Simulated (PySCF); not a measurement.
A side-by-side comparison of computed properties.

First species: Disilanol, H6OSi2.
SMILES: `O[SiH2][SiH3]`

Second species: C5H4ClN.
Structure used (GFN2-xTB), in Å, numbered top down from 1:
```
atom  x, y, z in Å
N1     3.299   -0.145   -0.358
C2     2.162   -0.049   -0.232
C3     0.779    0.045   -0.080
C4    -0.102    1.050    0.089
Cl5    0.030    2.736    0.203
C6    -1.309    0.163    0.147
C7    -0.313   -1.008   -0.047
H8    -2.021    0.304   -0.663
H9    -1.839    0.170    1.097
H10   -0.433   -1.563   -0.974
H11   -0.249   -1.699    0.791
```

Levels: CAM-B3LYP/def2-SVPD for dipole moment, HOMO energy, LUMO energy, HOMO–LUMO gap, static isotropic polarisability and electronic spatial extent ⟨r²⟩ about the centre of nuclear charge; TDDFT CAM-B3LYP/def2-SVPD for lowest singlet excitation; TDA CAM-B3LYP/def2-SVPD for lowest triplet excitation (Tamm–Dancoff); GFN2-xTB for rotational constant A and rotational constant C. Geometries: GFN2-xTB. Each species is one conformer at its optimised geometry, gas phase, non-relativistic unless stated. Electronic properties by PySCF.

The conformers computed, where there is a choice (atom-mapped SMILES and torsion angles):
- `[OH:1][SiH2:2][SiH3:3]`: H–O1–Si2–Si3 -58°

```json
{"property": "dipole moment", "column X": "4.61 D", "column Y": "1.20 D"}
{"property": "HOMO energy", "column X": "-8.95 eV", "column Y": "-9.42 eV"}
{"property": "LUMO energy", "column X": "-0.59 eV", "column Y": "0.37 eV"}
{"property": "HOMO–LUMO gap", "column X": "8.36 eV", "column Y": "9.79 eV"}
{"property": "lowest singlet excitation", "column X": "5.67 eV", "column Y": "6.29 eV"}
{"property": "lowest triplet excitation (Tamm–Dancoff)", "column X": "3.39 eV", "column Y": "5.67 eV"}
{"property": "static isotropic polarisability", "column X": "76.5 au", "column Y": "61.2 au"}
{"property": "electronic spatial extent ⟨r²⟩ about the centre of nuclear charge", "column X": "942 bohr²", "column Y": "450 bohr²"}
{"property": "rotational constant A", "column X": "3.011 GHz", "column Y": "16.063 GHz"}
{"property": "rotational constant C", "column X": "1.156 GHz", "column Y": "3.006 GHz"}
```

(1) Which column belongs to which species?

(2) How does each property change from the first species to the second?

Results:

(1) Column X is the second species and column Y the first. The first has 9 atoms and 42 electrons, the second 11 and 58.

(2) dipole moment +3.41 D; HOMO energy +0.47 eV; LUMO energy -0.96 eV; HOMO–LUMO gap -1.43 eV; lowest singlet excitation -0.62 eV; lowest triplet excitation (Tamm–Dancoff) -2.28 eV; static isotropic polarisability +15.3 au; electronic spatial extent ⟨r²⟩ about the centre of nuclear charge +492 bohr²; rotational constant A -13.052 GHz; rotational constant C -1.850 GHz.

On the first: The polarisability is 9.07 Å³ as a volume (1 au = 0.148185 Å³), or 1.46 au for each of the 42 electrons. S1 lies 3.50 eV below the HOMO–LUMO gap; its leading configuration is HOMO→LUMO, weight 0.94.

On the second: A dipole of 4.61 D is allowed in Cs, and pure rotational transitions are dipole-allowed. The dipole equals about 15.4 × 10⁻³⁰ C·m (1 D = 3.33564 × 10⁻³⁰ C·m).
